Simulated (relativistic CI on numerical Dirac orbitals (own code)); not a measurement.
## Ligand-field terms of d4

Computed with a parametric ligand-field model of a d^n configuration (Racah B and C, spin-orbit zeta, crystal field), exact diagonalisation.

Field parameters in Wybourne normalisation: Oh B⁴₀ = 21Dq, B⁴₄ = √(5/14) B⁴₀; Td as Oh with Dq negative (B⁴₀ = 21Dq, B⁴₄ = √(5/14) B⁴₀). The field is a parameter set, without covalency.

Problem. Lowest levels for B = 670, C = 2510, ζ = 1700 cm⁻¹, Oh, 10Dq = 19100 cm⁻¹?

Solution. A1 0 (S 1.15), T1 1549 (S 1.18), E 3135 (S 1.19), T2 3302 (S 1.09), A2 6758 (S 1.99), T2 7016 (S 1.91), E 7274 (S 1.85), T1 7409 (S 1.87), A1 7472 (S 1.88) cm⁻¹, with S from ⟨S²⟩ = S(S + 1). The ground level has 0.19 electrons in the cubic e pair; its S is far from a half-integer, so spin-orbit coupling mixes spin states.

Problem. Lowest levels for B = 840, C = 3790, ζ = 630 cm⁻¹, Oh, 10Dq = 13600 cm⁻¹?

Solution. A1 0 (S 1.99), T1 44 (S 1.99), E 87 (S 2.00), T2 118 (S 2.00), A2 150 (S 2.00), A1 8086 (S 1.01), T1 8394 (S 1.01), T2 8820 (S 1.00), E 8859 (S 1.00) cm⁻¹, with S from ⟨S²⟩ = S(S + 1). The ground level has 0.99 electrons in the cubic e pair.

Problem. Lowest levels for B = 510, C = 1880, ζ = 660 cm⁻¹, Oh, 10Dq = 6400 cm⁻¹?

Solution. A1 0 (S 1.96), T1 115 (S 1.97), E 216 (S 1.99), T2 276 (S 1.99), A2 339 (S 2.00), A1 4679 (S 1.05), T1 5067 (S 1.03), T2 5384 (S 1.00), E 5472 (S 1.01) cm⁻¹, with S from ⟨S²⟩ = S(S + 1). The ground level has 0.98 electrons in the cubic e pair.

Problem. Lowest levels for B = 910, C = 3270, ζ = 220 cm⁻¹, Td, 10Dq = -10750 cm⁻¹?

Solution. A1 0 (S 2.00), T1 9 (S 2.00), T2 17 (S 2.00), E 178 (S 2.00), T1 183 (S 2.00), T2 294 (S 2.00), A1 6449 (S 0.13), T1 8281 (S 1.00), A1 8320 (S 0.95) cm⁻¹, with S from ⟨S²⟩ = S(S + 1). The ground level has 2.00 electrons in the cubic e pair.

Problem. Lowest levels for B = 410, C = 1800, ζ = 820 cm⁻¹, Oh, 10Dq = 11200 cm⁻¹?

Solution. A1 0 (S 1.30), T1 621 (S 1.38), E 1295 (S 1.53), T2 1495 (S 1.48), A2 2137 (S 2.00), T2 2557 (S 1.63), A1 2738 (S 1.78), T1 2743 (S 1.72), E 2784 (S 1.58) cm⁻¹, with S from ⟨S²⟩ = S(S + 1). The ground level has 0.30 electrons in the cubic e pair; its S is far from a half-integer, so spin-orbit coupling mixes spin states.
